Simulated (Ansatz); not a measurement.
CH₃BFN (`C=NBF`). The species carries charge 0 and has multiplicity 1.

```xyz
7

C     0.615   -1.157    0.024
N     0.044   -0.060   -0.008
B    -0.621    1.137    0.000
F    -0.414    2.031   -0.974
H     0.189   -2.045   -0.458
H     1.576   -1.293    0.534
H    -1.390    1.385    0.881
```

Task: List the harmonic frequencies (cm⁻¹, unscaled) at PBE0-D4/def2-TZVP in Ansatz. (An estimate is asked.)

Result: The calculation gave: 62, 199, 532, 556, 875, 991, 1085, 1106, 1196, 1340, 1545, 1981, 2640, 3019, 3088.

Task: Is this a minimum?

Result: Yes, all 15 modes are real.

Task: Give the ideal-gas thermochemistry at 298.15 K and 1 bar (rigid rotor, harmonic oscillator; point group Cs, symmetry number 1).

Result: Zero-point energy 120.9 kJ/mol; H(298) − E = 135.9 kJ/mol; entropy 292.0 J/(mol·K), of which translation 159.7, rotation 98.4, vibration 33.9; G(298) − E = 48.9 kJ/mol. Modes under 100 cm⁻¹ are hindered rotations or soft bends, so the harmonic entropy is rough.

Task: And at 400, 500, 600, 800 and 1000 K?

Result: 
```tsv
T (K)	H − E (kJ/mol)	S (J/mol/K)	G − E (kJ/mol)
400	143.4	313.4	18.0
500	151.8	332.2	-14.3
600	161.3	349.4	-48.4
800	182.5	379.9	-121.4
1000	206.2	406.2	-200.0
```

Task: Rotational constants (cm⁻¹)?

Result: 1.504, 0.144, 0.1351.
